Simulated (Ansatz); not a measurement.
Consider the redistribution: `FBB[SiH3]` + `[NH2][Al]([Cl])[Cl]` → `NBBF` + `[SiH3][Al]([Cl])[Cl]`.

Isolated molecules relaxed with PBE0-D4/def2-TZVP in Ansatz; ΔE leaves out vibrations. CCSD(T)/CBS is the MP2 limit (def2-TZVPP, def2-QZVPP) plus CCSD(T) − MP2 in def2-TZVPP, frozen cores. Functionals use def2-TZVPP. B3LYP here is the variant with VWN-RPA as its local correlation; programs differ in this. Each species was taken in one conformer, which may not be the lowest.

```tsv
level	ΔE (kJ/mol)	difference from CCSD(T)/CBS
BLYP-D4	-67.6	-3.7
r2SCAN-D4	-60.3	3.6
B3LYP-D4	-65.2	-1.3
CAM-B3LYP-D4	-64.4	-0.5
B2PLYP	-64.9	-1.0
revPBE	-74.5	-10.6
r2SCAN0	-61.1	2.8
HF/def2-QZVPP	-50.9	13.0
SCS-MP2/def2-QZVPP	-60.1	3.8
HF/CBS(def2)	-50.7	13.2
CCSD(T)/CBS	-63.9	0
```

Largest T1 diagnostic among the species: 0.015.

At CCSD(T), def2-SVP lies −21.6 kJ/mol from the extrapolated value and def2-TZVPP −2.1 kJ/mol. From BLYP to BHLYP (50 % exact exchange), in def2-TZVPP and without D4, ΔE moves by +8.6 kJ/mol.
